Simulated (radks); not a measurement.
Effect of the nuclear size on the dysprosium ion Dy+, [Xe] 4f10 6s1. Method: Dirac Kohn-Sham, PBE, spin-unpolarised, spherical densities, finite nucleus; open shells fill j = l - 1/2 first; Fermi nuclear charge, rms radius 5.2218 fm; computed with a radial shooting solver on a logarithmic mesh with Libxc functionals. The rms radius is varied about that value; shifts are against it.

| rms radius (fm) | total energy shift (eV) | density at nucleus (e/bohr^3) | 1s1/2 shift (meV) | 2s1/2 shift (meV) | 4p1/2 shift (meV) | 5s1/2 shift (meV) | 5p1/2 shift (meV) | 6s1/2 shift (meV) | 6p1/2 (empty) shift (meV) |
|---|---|---|---|---|---|---|---|---|---|
| 4.3759 | -7.85 | 7.766e+05 | -3220 | -423 | 0.312 | -3.29 | 0.224 | -0.274 | 0.079 |
| 4.7727 | -4.29 | 7.586e+05 | -1760 | -231 | 0.170 | -1.80 | 0.122 | -0.150 | 0.043 |
| 5.2218 | 0 | 7.403e+05 | 0.000 | 0.000 | 0.000 | 0.000 | 0.000 | 0.000 | 0.000 |
| 5.6448 | 4.30 | 7.248e+05 | 1770 | 232 | -0.170 | 1.80 | -0.123 | 0.150 | -0.043 |
| 6.1461 | 9.70 | 7.082e+05 | 3990 | 523 | -0.383 | 4.07 | -0.277 | 0.339 | -0.098 |

Slopes of the eigenvalues against <r^2> in GHz/fm^2, as finite differences over the two radii next to the reference (eigenvalue slopes, not the field-shift constants of lines): 1s1/2 93900, 2s1/2 12300, 4p1/2 -9.06, 5s1/2 95.9, 5p1/2 -6.52, 6s1/2 7.99, 6p1/2 (empty) -2.30.
